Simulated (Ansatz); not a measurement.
Isolated molecules relaxed with PBE0-D4/def2-TZVP in Ansatz; ΔE leaves out vibrations. CBS: MP2 limit from def2 TZ/QZ plus the TZ coupled-cluster correction, frozen cores. DFT in def2-TZVPP. B3LYP here is the variant with VWN-RPA as its local correlation; programs differ in this. One conformer a species, not always the lowest.

Consider the isomerisation: `CB(S)C[SiH3]` → `CBS[SiH2]C`.

`CB(S)C[SiH3]`:

```xyz
14

C    -1.286   -0.691    1.113
B    -0.576    0.493    0.372
S    -0.295    2.087    1.162
C    -0.064    0.347   -1.093
Si    1.687   -0.346   -1.107
H    -1.303   -0.608    2.201
H    -0.848   -1.657    0.843
H    -2.329   -0.725    0.773
H    -0.786    1.798    2.378
H    -0.676   -0.366   -1.657
H    -0.026    1.289   -1.648
H     2.115   -0.635   -2.502
H     2.636    0.627   -0.508
H     1.752   -1.613   -0.328
```

`CBS[SiH2]C`:

Z-matrix (Å, degrees):
```
C
B 1 1.557
H 1 1.097 2 109.6
H 1 1.091 2 115.0 3 -122.8
H 1 1.097 2 109.4 3 114.8
S 2 1.790 1 120.8 3 123.6
H 2 1.200 1 120.5 3 -56.7
Si 6 2.155 2 99.8 1 -179.2
C 8 1.863 6 111.3 2 68.9
H 8 1.485 6 108.9 2 -53.9
H 8 1.486 6 105.5 2 -170.8
H 9 1.093 8 110.4 6 178.8
H 9 1.092 8 110.7 6 58.7
H 9 1.092 8 110.5 6 -61.4
```

```
             level  ΔE (kJ/mol)  difference from CCSD(T)/CBS
            PBE-D4        -42.9                          1.3
          B3LYP-D4        -42.8                          1.4
           ωB97X-V        -42.6                          1.6
           ωB97M-V        -42.5                          1.7
              PBE0        -45.4                         -1.2
    MP2/def2-TZVPP        -43.6                          0.6
SCS-MP2/def2-TZVPP        -43.2                          1.0
SCS-MP2/def2-QZVPP        -45.7                         -1.5
      HF/CBS(def2)        -48.8                         -4.6
     MP2/CBS(def2)        -47.5                         -3.3
       CCSD(T)/CBS        -44.2                            0
```

Largest T1 diagnostic among the species: 0.012.

The D4 term adds +3.2 kJ/mol with B3LYP and +1.9 kJ/mol with PBE0; it sums over pairs of atoms, weighted by their polarisabilities, and B3LYP, whose exchange is more repulsive, gets the larger term. In def2-TZVPP, CCSD(T) changes the Hartree–Fock value by +8.2 kJ/mol (the triples alone add +0.1 kJ/mol) and MP2 by +4.9 kJ/mol.
